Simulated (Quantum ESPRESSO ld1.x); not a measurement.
Problem. Cu2+, configuration [Ne] 3s1.5 3p6 3d9 4p0.5 (fractional occupations, a model configuration). All-electron calculation, non-relativistic Kohn-Sham, LDA (Slater exchange, Hedin-Lundqvist correlation), spin-unpolarised, spherical densities, point nucleus. Program: ld1.x of Quantum ESPRESSO 7.5. Some entries of the table are withheld. Estimate them.

orbital  occ.  eigenvalue (eV)  <r^2> (bohr^2)  <r> (bohr)
1s          2              (1)        0.003761     0.05298
2s          2              (2)         0.06739      0.2391
2p          6         -943.041         0.05301      0.2080
3s        1.5         -141.335          0.5967      0.7188
3p          6              (3)          0.6554      0.7453
3d          9         -34.8803           1.013      0.8848
4p        0.5         -16.9856           8.123       2.667

Solution. 
(1) 1s eigenvalue (eV): -8762.05
(2) 2s eigenvalue (eV): -1069.76
(3) 3p eigenvalue (eV): -101.732
